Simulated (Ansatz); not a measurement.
`[SiH3][O][Mg][O][SiH3]`. Charge 0, multiplicity 1.

Cartesian coordinates in Å:
```
Si 1.113 2.711 -1.717
O 0.592 1.420 -0.901
Mg 0.008 -0.003 0.000
O -0.576 -1.427 0.902
Si -1.115 -2.711 1.717
H 2.572 2.610 -2.012
H 0.397 2.854 -3.018
H 0.894 3.966 -0.939
H -0.022 -3.699 1.953
H -1.662 -2.314 3.047
H -2.202 -3.408 0.969
```

Question: List the harmonic frequencies (cm⁻¹, unscaled) at PBE0-D4/def2-TZVP in Ansatz. (Best estimate.)

Answer: Ansatz gave: 17i, 36, 36, 76, 76, 166, 166, 317, 648, 733, 733, 734, 734, 957, 957, 958, 958, 992, 1000, 1093, 1123, 2186, 2186, 2186, 2186, 2197, 2200.
